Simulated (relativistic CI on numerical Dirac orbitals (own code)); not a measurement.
## How well does a small relativistic CI reproduce N²⁺?

Computed by Dirac-Coulomb-Breit CI, orbitals from a KLI potential per configuration, model QED (radiative potential, 1s self-energy scaled to tabulated hydrogen-like ionisation energies), valence Slater integrals scaled by 0.85, P86 correlation estimate, and configurations built on the next ion tied to the tabulated ionisation energy (semi-empirical) (own radial code, finite nucleus).

Configuration list (outside the closed core 1s2): 2s2 2p, 2s2 3s, 2s2 3p, 2s2 3d, 2s2 4s, 2s 2p2, 2p3, 2p2 3s, 2s 2p 3s, 2s2 4p, 2s2 4d, 2s2 4f, 2p2 3p, 2s 2p 3p, 2p2 3d, 2s 2p 3d, 2s 3s2, 2s 2p 4s, 2s 2p 4p, 2s 3s 3p, 2s 2p 4d, 2s 2p 4f, 2s 3s 3d, 2s 3p2. Levels of other configurations are missing.

| Configuration | Term (tabulated) | J | Measured (cm⁻¹) | Computed | Error | Purity (%) |
| --- | --- | --- | --- | --- | --- | --- |
| 2s2 2p | 2P° | 1/2 | 0.0 | 0 | 0 | 96 |
| 2s2 2p | 2P° | 3/2 | 174.4 | 169 | -5 | 96 |
| 2s 2p2 | 4P | 3/2 | 57246.8 | 58148 | 901 | 100 |
| 2s 2p2 | 4P | 5/2 | 57327.9 | 58224 | 896 | 100 |
| 2s 2p2 | 2D | 5/2 | 101023.9 | 102905 | 1881 | 99 |
| 2s 2p2 | 2D | 3/2 | 101030.6 | 102914 | 1883 | 99 |
| 2s 2p2 | 2S | 1/2 | 131004.3 | 128726 | -2279 | 99 |
| 2s 2p2 | 2P | 1/2 | 145875.7 | 145057 | -819 | 99 |
| 2s 2p2 | 2P | 3/2 | 145985.8 | 145163 | -823 | 99 |
| 2p3 | 4S° | 3/2 | 186797.1 | 189479 | 2682 | 100 |
| 2p3 | 2D° | 5/2 | 203074.6 | 210169 | 7094 | 97 |
| 2p3 | 2D° | 3/2 | 203088.9 | 210186 | 7097 | 97 |
| 2s2 3s | 2S † | 1/2 | 221302.2 | 208205 | -13098 | 94 |
| 2p3 | 2P° | 1/2 | 230404.3 | 235075 | 4671 | 87 |
| 2p3 | 2P° | 3/2 | 230408.6 | 235078 | 4670 | 86 |
| 2s2 3p | 2P° † | 1/2 | 245665.4 | 233553 | -12112 | 86 |
| 2s2 3p | 2P° † | 3/2 | 245701.3 | 233588 | -12113 | 86 |
| 2s2 3d | 2D † | 3/2 | 267238.4 | 254901 | -12337 | 94 |
| 2s2 3d | 2D † | 5/2 | 267244.0 | 254906 | -12338 | 94 |
| 2s 2p 3s | 4P° | 1/2 | 287529.4 | 286845 | -684 | 99 |
| 2s 2p 3s | 4P° | 3/2 | 287591.5 | 286905 | -686 | 99 |
| 2s 2p 3s | 4P° | 5/2 | 287706.9 | 287018 | -689 | 99 |
| 2s 2p 3s | 2P° | 1/2 | 297151.2 | 296363 | -789 | 91 |
| 2s 2p 3s | 2P° | 3/2 | 297264.4 | 296478 | -786 | 91 |
| 2s2 4s | 2S | 1/2 | 301082.6 | 301475 | 392 | 99 |
| 2s 2p 3p | 2P | 1/2 | 309131.2 | 309941 | 809 | 94 |
| 2s 2p 3p | 2P | 3/2 | 309185.2 | 309987 | 802 | 95 |
| 2s 2p 3p | 4D | 1/2 | 309656.2 | 309656 | -1 | 96 |
| 2s 2p 3p | 4D | 3/2 | 309691.8 | 309696 | 5 | 98 |
| 2s 2p 3p | 4D | 5/2 | 309753.5 | 309766 | 12 | 99 |
| 2s 2p 3p | 4D | 7/2 | 309849.8 | 309861 | 11 | 99 |
| 2s2 4p | 2P° | 1/2 | 311690.3 | 312031 | 341 | 94 |
| 2s2 4p | 2P° | 3/2 | 311715.2 | 312053 | 338 | 94 |
| 2s 2p 3p | 4S | 3/2 | 314217.3 | 313285 | -932 | 100 |
| 2s 2p 3p | 4P | 3/2 | 317336.2 | 316291 | -1046 | 99 |
| 2s 2p 3p | 4P | 5/2 | 317395.2 | 316349 | -1046 | 99 |
| 2s2 4d | 2D | 3/2 | 317747.7 | 318165 | 417 | 61 |
| 2s2 4d | 2D | 5/2 | 317779.5 | 318214 | 435 | 64 |
| 2s2 4f | 2F° | 5/2 | 320287.2 | 320490 | 203 | 99 |
| 2s2 4f | 2F° | 7/2 | 320288.3 | 320490 | 202 | 99 |
| 2s 2p 3p | 2D | 3/2 | 320978.2 | 320251 | -727 | 60 |
| 2s 2p 3p | 2D | 5/2 | 321066.8 | 320318 | -749 | 63 |
| 2s 2p 3p | 2S | 1/2 | 327058.0 | 325686 | -1372 | 97 |
| 2s 2p 3d | 4F° | 5/2 | 330266.5 | 330202 | -65 | 100 |
| 2s 2p 3d | 4F° | 7/2 | 330318.5 | 330252 | -67 | 100 |
| 2s 2p 3d | 4F° | 9/2 | 330389.9 | 330321 | -69 | 100 |
| 2s 2p 3d | 4D° | 1/2 | 332791.3 | 332601 | -190 | 99 |
| 2s 2p 3d | 4D° | 3/2 | 332804.4 | 332614 | -190 | 99 |
| 2s 2p 3d | 4D° | 5/2 | 332826.0 | 332635 | -191 | 99 |
| 2s 2p 3d | 4D° | 7/2 | 332854.0 | 332662 | -192 | 99 |
| 2s 2p 3d | 4P° | 5/2 | 336206.9 | 334820 | -1386 | 97 |
| 2s 2p 3d | 4P° | 3/2 | 336261.6 | 334881 | -1381 | 98 |
| 2s 2p 3d | 4P° | 1/2 | 336296.6 | 334918 | -1379 | 99 |
| 2s 2p 3d | 2F° | 5/2 | 339744.6 | 340210 | 466 | 99 |
| 2s 2p 3d | 2F° | 7/2 | 339855.5 | 340320 | 465 | 99 |
| 2s 2p 3d | 2P° | 3/2 | 342691.5 | 342308 | -384 | 95 |
| 2s 2p 3d | 2P° | 1/2 | 342762.5 | 342378 | -384 | 95 |
| 2s 2p 3s | 2P° | 1/2 | 353440.6 | 351978 | -1462 | 95 |
| 2s 2p 3s | 2P° | 3/2 | 353442.5 | 351984 | -1459 | 95 |
| 2s 2p 4s | 4P° | 1/2 | 368514.4 | 368641 | 127 | 99 |

Measured levels from Moore, Selected Tables of Atomic Spectra, NSRDS-NBS 3, section 5; pairs were made by configuration, J and term (by order where the table uses no LS term), so strongly mixed levels may be paired wrongly.

Mean error by configuration (cm⁻¹): 2s2 2p -5; 2s 2p2 235; 2p3 5243; 2s 2p 3s -937; 2s2 4s 392; 2s 2p 3p -353; 2s2 4p 339; 2s2 4d 426; 2s2 4f 202; 2s 2p 3d -353; 2s 2p 4s 127. Over the excited levels the mean absolute error is 1093 cm⁻¹ (59 of the 69 excited levels that our extract of the source holds in range could be paired, and the others can miss by more), and the median relative error of those above 1,000 cm⁻¹ is 0.24 %. † marks terms whose computed intervals miss the measured ones by more than a factor of 2.5, or configurations far off the rest, from wrong mixing, a near crossing or a doubtful label or measurement; they are left out of the means.
